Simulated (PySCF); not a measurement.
F6Si (SMILES F[Si-2](F)(F)(F)(F)F), charge -2, singlet, geometry from GFN2-xTB (in this run its highest filled SCF level lies above zero, so its values depend strongly on the basis, on diffuse functions most of all). Base run: DF-MN15/pcseg-1 (PySCF).

PySCF was given this input:
```python
from pyscf import gto, scf, dft

mol = gto.Mole()
mol.atom = '''
    F     0.398849   -1.654343   -0.164620
    Si    0.000000    0.000000   -0.000000
    F     1.175047    0.400278   -1.175616
    F    -1.175047   -0.400278    1.175616
    F     1.176101    0.161115    1.230390
    F    -0.398849    1.654343    0.164620
    F    -1.176101   -0.161115   -1.230390
'''
mol.basis = 'pcseg-1'
mol.charge = -2
mol.spin = 0
mol.verbose = 4
mol.build()

mf = dft.RKS(mol)
mf.xc = 'mn15'
mf = mf.density_fit(auxbasis='def2-universal-jkfit')
mf.kernel()
mf.analyze()
```

The base run was repeated with changes; each row names its change, and settings that it needs were set with it.

```
change                                     ΔE vs base (mEh)  grid points  electrons on the grid
-----------------------------------------  ----------------  -----------  ---------------------
base                                                  0.000       104752               70.00000
grids.atom_grid = (99, 590)                           0.025       221712               69.99999
grids.atom_grid = (30, 110)                         -14.731        17224               70.00127
grids.level = 2                                       0.033        81552               69.99997
grids.level = 0                                       721.2         8144               70.00207
grids.level = 7                                       0.024       620920               70.00000
grids.level = 1                                      -0.343        38216               70.00022
grids.radi_method = mura_knowles                     -0.005       100352               70.00000
grids.prune = dft.gen_grid.sg1_prune                  0.425        44536               69.99893
grids.radi_method = gauss_chebyshev                  -0.005       102832               70.00000
grids.prune = dft.gen_grid.treutler_prune             0.013        92984               69.99999
```
